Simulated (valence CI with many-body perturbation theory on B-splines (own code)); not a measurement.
Sm LVII: what the settings do

Calculated by valence CI with perturbative core correlation (CI+MBPT): four valence electrons over a frozen Dirac-Fock core [He], radial functions for each j: 6 s, 6 p, 5 d, 3 f, 1 g, with the one-electron correlation potential Σ1 (screened to all orders), the two-electron term Σ2, the three-electron term Σ3, Breit, model QED; selected single and double excitations, second order for the rest, scaled by the run's own slope (own B-spline code, finite nucleus).

No measured spectrum was set against this ion. As an estimate, large intervals hold to a few tenths of a per cent, small ones and those within an open d or f shell to about a per cent.

The reference run has the lowest level (2s^2 2p1/2^2) J=0 and an ionisation energy of 12265.3 eV. Its largest variational space holds 9793 state functions.

Levels are named by their leading jj configuration (3d3/2^4 stands for four electrons in 3d with j = 3/2), which in mixed levels can hold well under half, so a name can repeat and another be missing. Letters in brackets count levels of one name in rising energy.

Changed runs:
A. natural orbitals for correlation on → off
B. highest l in the core sums 6 → 3
C. Breit term on → off; QED terms on → off
D. start configuration 2s2 2p2 → 2s4 (bad on purpose)

Excitation energies of the reference run in cm⁻¹, and shifts in cm⁻¹:

```tsv
Level	Reference	A	B	C
(2s^2 2p1/2 2p3/2) J=1	5044380	-1915	+24	+74721
(2s^2 2p1/2 2p3/2) J=2	5182980	-561	+24	+112802
(2s 2p1/2^2 2p3/2) J=2	6887350	-729	-64	+99921
(2s 2p1/2^2 2p3/2) J=1	7459680	+3109	-64	+86258
(2s^2 2p3/2^2) J=2	10357300	-2024	+46	+166491
(2s^2 2p3/2^2) J=0	10752400	-554	+46	+125817
(2s 2p1/2 2p3/2^2) J=2 [a]	11754600	-3704	-40	+162276
(2s 2p1/2 2p3/2^2) J=3	12074600	-935	-40	+219487
(2s 2p1/2 2p3/2^2) J=0	12447500	+894	-40	+133228
(2s 2p1/2 2p3/2^2) J=1 [a]	12593500	+1170	-40	+157540
(2s 2p1/2 2p3/2^2) J=2 [b]	12675500	+2703	-40	+194729
(2s 2p1/2 2p3/2^2) J=1 [b]	12702400	+2306	-40	+153516
Ionisation energy (eV)	12265.3	-1.0	+0.012	+21.2
```

Run D: It gave no result: a shell was given more electrons than it holds. The program said: "a valence shell holds more than 4l+2 electrons".
